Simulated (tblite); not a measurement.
Compound: C6H9F2N.
Z-matrix (Å and degrees, GFN2-xTB geometry), rows numbered from 1:
```
F 
C   1  1.3605
F   2  1.3588  1  105.48
C   2  1.5072  1  111.34  3  -121.06
C   4  1.5034  2  113.21  1    58.44
C   5  1.4815  4  120.42  2    89.23
N   5  1.4434  4  116.54  2   157.48
C   4  1.5017  2  117.77  1  -155.33
C   8  1.4952  4   60.29  2   107.22
H   2  1.1012  1  107.43  3   114.45
H   5  1.0885  4  113.35  2   -58.35
H   6  1.0832  5  118.89  7   109.64
H   6  1.0810  5  118.42  7  -103.24
H   7  1.0144  5  114.32  6  -105.91
H   8  1.0779  4  116.10  9   108.45
H   8  1.0794  4  118.31  9  -108.90
H   9  1.0781  4  116.76  8  -108.33
H   9  1.0795  4  118.34  8   109.02
```

Computed with GFN2-xTB (tblite): harmonic, unscaled wavenumbers at the GFN2-xTB geometry, gas phase. Against measured fundamentals such values can be off by several per cent, at times by over 20. One conformer, not necessarily the lowest.

Harmonic wavenumbers (cm⁻¹): 47.4, 60.6, 155.0, 176.7, 231.0, 249.1, 348.2, 371.8, 491.2, 549.4, 587.5, 726.0, 797.4, 893.5, 905.2, 928.4, 939.8, 995.8, 1001.7, 1003.6, 1011.0, 1039.5, 1064.2, 1072.0, 1077.5, 1081.7, 1101.4, 1144.8, 1157.6, 1213.5, 1255.2, 1263.7, 1264.3, 1281.0, 1379.6, 1407.9, 1418.4, 1474.9, 1483.1, 2885.6, 2984.5, 3042.4, 3079.1, 3090.0, 3093.2, 3114.8, 3128.3, 3374.3.

A = 2217, B = 1428, C = 1149 MHz; mass 133.070 u (most abundant isotopes); point group C1, symmetry number 1.

Problem. What is the zero-point energy?

Solution. Half the sum of the wavenumbers: 31221 cm⁻¹ = 373.49 kJ/mol.

Problem. Entropy at 400 K, 1 bar (ideal gas, RRHO, classical rotation)?

Solution. Translation 175.96, rotation 124.46, vibration 139.19: S = 439.6 J/(mol K).

Problem. And Cp and H(400 K) − H(0)?

Solution. Cp = 187.61 J/(mol K), of which vibrations give 154.35 (their classical limit is 48 R = 399.1); H(400 K) − H(0) = 42.60 kJ/mol without the zero-point energy, 29.30 from vibrations.

Problem. Which modes carry the vibrational entropy at 400 K?

Solution. 47.4 cm⁻¹: 23.03; 60.6 cm⁻¹: 21.00; 155.0 cm⁻¹: 13.28; 176.7 cm⁻¹: 12.22; 231.0 cm⁻¹: 10.09; 249.1 cm⁻¹: 9.50 J/(mol K); the other 42 give 50.07 together.

Problem. How do the functions run with temperature in this model?

Solution. 
```tsv
T (K)	S (J/(mol K))	Cp (J/(mol K))	H − H(0) (kJ/mol)	G − H(0) (kJ/mol)	ln q(vib)
100	284.5	69.6	5.08	-23.37	1.52
200	342.8	102.9	13.68	-54.88	3.64
300	392.1	144.3	25.97	-91.65	5.76
500	485.6	224.8	63.28	-179.52	10.16
800	609.0	298.3	142.90	-344.29	16.86
1000	679.0	328.4	205.74	-473.24	21.12
```

q(vib) and H(0) count from the zero-point level.

Problem. What must be added to the electronic energy to get the Gibbs energy at 400 K and 1 bar?

Solution. ZPE + [H(400 K) − H(0)] − T·S = 373.49 + 42.60 − 175.84 = 240.25 kJ/mol.

Problem. Blend soft modes into free rotors: weight 1/[1 + (100 cm⁻¹/ν̃)⁴] for the oscillator and the rest for a rotor with moment μB/(μ + B), μ = h/(8π²ν), B = 10⁻⁴⁴ kg m². What vibrational entropy results?

Solution. 127.27 J/(mol K) in place of 139.19, which changes −T·S at 400 K by +4.77 kJ/mol.

Hindered rotation and anharmonicity are outside this model. Other conformers, if any are populated, would add a mixing term that is left out. The structure is chiral; the term R ln 2 for an equal mix with its mirror image is left out.
